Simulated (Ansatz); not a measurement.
def2 core potentials replace the inner electrons of Sn.

B3LYP has the VWN-RPA correlation part, as in Gaussian. 

Z-matrix (Å, degrees):
```
Sn
O 1 1.9812
H 2 0.9651 1 110.34
O 1 1.9812 2 106.04 3 -5.01
H 4 0.9651 1 110.34 2 107.44
O 1 1.9812 2 106.04 3 107.43
H 6 0.9651 1 110.34 2 -5.01
C 1 2.1187 2 112.72 3 -128.80
H 8 1.0981 1 108.88 2 -15.49
H 8 1.0981 9 110.06 1 -119.27
H 8 1.0981 9 110.06 10 -121.47
```
Charge 0, multiplicity 1.

**Question.** Estimate the dipole moment, vertical ionisation energy (Delta-SCF), total energy, HOMO, HOMO–LUMO gap and LUMO that B3LYP-D3(BJ)/def2-TZVP // PBE0-D3(BJ)/def2-SVP (Ansatz, an electronic-structure program) returns for this input.

**Answer.** 
The dipole moment comes out as 0.51 D, the vertical ionisation energy (Delta-SCF) comes out as 10.26 eV and the total energy is -481.9633 Ha. The HOMO comes out as -8.13 eV and the HOMO–LUMO gap is 6.86 eV. The LUMO comes out as -1.26 eV.
